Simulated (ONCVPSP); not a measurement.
# nickel ONCV: all-electron and pseudo phase curves

```
Element                 : nickel (Ni)
Generator               : ONCVPSP 4.0.1
Type                    : optimised norm-conserving Vanderbilt (ONCV)
Functional              : LDA (Perdew-Zunger)
Relativity              : fully relativistic
Frozen core             : [Ne]
Valence charge          : 18
Reference configuration : 3s2 3p6 3d8 4s1.75 4p0.25
Partial waves           : 3s+4s: rc 1.30 bohr, ncon 3, nbas 7, qcut 10 1/bohr, 2 projectors; 3p+4p: rc 1.15 bohr, ncon 4, nbas 7, qcut 12.3 1/bohr, 3 projectors, debl 3.4 Ha; 3d: rc 0.90 bohr, ncon 4, nbas 8, qcut 20.1 1/bohr, 2 projectors, debl 3.3 Ha
Local potential         : polynomial inside 0.60 bohr (lpopt 2, dvloc0 4 Ha)
Core correction         : Teter function, fcfact 1.75, rcfact 1.5
```

Open shells are filled in proportion to 2j + 1.

The phase is arctan(r·R′/R) of the radial function R(r), unwrapped; energies in Ha, scanned from -6 to 5 Ha. A pole is an energy at which the radial function vanishes at the test radius. The pseudo phase is shifted by a multiple of π to meet the all-electron one at the reference energy, and phase errors are pseudo minus all-electron; the curves can meet again beyond the range given. Levels narrower than the energy grid can be missing from the lists of poles.

```
channel  radius (bohr)  reference energy (Ha)  poles, all-electron  poles, pseudo  unbroken range about the reference energy with phases within 0.05 rad  phase error 1 Ha above the reference energy (rad)
      s           1.32                  -0.23                -3.59          -3.59                                                        the whole range                                             -0.000
   p3/2           1.17                  -0.06                -1.40          -1.40                                                        the whole range                                             +0.000
   p1/2           1.17                  -0.06                -1.53          -1.53                                                        the whole range                                             +0.000
   d5/2           0.92                  -0.35                 2.89           2.89                                                        the whole range                                             +0.000
   d3/2           0.92                  -0.36                 2.85           2.85                                                        the whole range                                             +0.000
```

Phases in the d3/2 channel:

```json
{"E (Ha)": "-5.96", "all-electron": "1.046", "pseudo": "1.046"}
{"E (Ha)": "-5.68", "all-electron": "1.022", "pseudo": "1.022"}
{"E (Ha)": "-5.40", "all-electron": "0.995", "pseudo": "0.995"}
{"E (Ha)": "-5.12", "all-electron": "0.964", "pseudo": "0.964"}
{"E (Ha)": "-4.84", "all-electron": "0.929", "pseudo": "0.929"}
{"E (Ha)": "-4.56", "all-electron": "0.888", "pseudo": "0.888"}
{"E (Ha)": "-4.28", "all-electron": "0.840", "pseudo": "0.841"}
{"E (Ha)": "-4.00", "all-electron": "0.785", "pseudo": "0.785"}
{"E (Ha)": "-3.72", "all-electron": "0.719", "pseudo": "0.719"}
{"E (Ha)": "-3.44", "all-electron": "0.639", "pseudo": "0.639"}
{"E (Ha)": "-3.16", "all-electron": "0.544", "pseudo": "0.544"}
{"E (Ha)": "-2.88", "all-electron": "0.430", "pseudo": "0.430"}
{"E (Ha)": "-2.60", "all-electron": "0.292", "pseudo": "0.292"}
{"E (Ha)": "-2.32", "all-electron": "0.132", "pseudo": "0.132"}
{"E (Ha)": "-2.04", "all-electron": "-0.049", "pseudo": "-0.049"}
{"E (Ha)": "-1.76", "all-electron": "-0.242", "pseudo": "-0.242"}
{"E (Ha)": "-1.48", "all-electron": "-0.433", "pseudo": "-0.433"}
{"E (Ha)": "-1.20", "all-electron": "-0.612", "pseudo": "-0.612"}
{"E (Ha)": "-0.92", "all-electron": "-0.768", "pseudo": "-0.768"}
{"E (Ha)": "-0.64", "all-electron": "-0.902", "pseudo": "-0.902"}
{"E (Ha)": "-0.36", "all-electron": "-1.014", "pseudo": "-1.014"}
{"E (Ha)": "-0.08", "all-electron": "-1.108", "pseudo": "-1.108"}
{"E (Ha)": "0.20", "all-electron": "-1.186", "pseudo": "-1.186"}
{"E (Ha)": "0.48", "all-electron": "-1.252", "pseudo": "-1.252"}
{"E (Ha)": "0.76", "all-electron": "-1.309", "pseudo": "-1.309"}
{"E (Ha)": "1.04", "all-electron": "-1.358", "pseudo": "-1.358"}
{"E (Ha)": "1.32", "all-electron": "-1.400", "pseudo": "-1.400"}
{"E (Ha)": "1.60", "all-electron": "-1.438", "pseudo": "-1.438"}
{"E (Ha)": "1.88", "all-electron": "-1.472", "pseudo": "-1.472"}
{"E (Ha)": "2.16", "all-electron": "-1.504", "pseudo": "-1.504"}
{"E (Ha)": "2.44", "all-electron": "-1.532", "pseudo": "-1.532"}
{"E (Ha)": "2.72", "all-electron": "-1.559", "pseudo": "-1.559"}
{"E (Ha)": "3.00", "all-electron": "-1.584", "pseudo": "-1.584"}
{"E (Ha)": "3.28", "all-electron": "-1.607", "pseudo": "-1.607"}
{"E (Ha)": "3.56", "all-electron": "-1.630", "pseudo": "-1.630"}
{"E (Ha)": "3.84", "all-electron": "-1.653", "pseudo": "-1.653"}
{"E (Ha)": "4.12", "all-electron": "-1.674", "pseudo": "-1.674"}
{"E (Ha)": "4.40", "all-electron": "-1.696", "pseudo": "-1.696"}
{"E (Ha)": "4.68", "all-electron": "-1.718", "pseudo": "-1.718"}
{"E (Ha)": "4.96", "all-electron": "-1.740", "pseudo": "-1.740"}
```
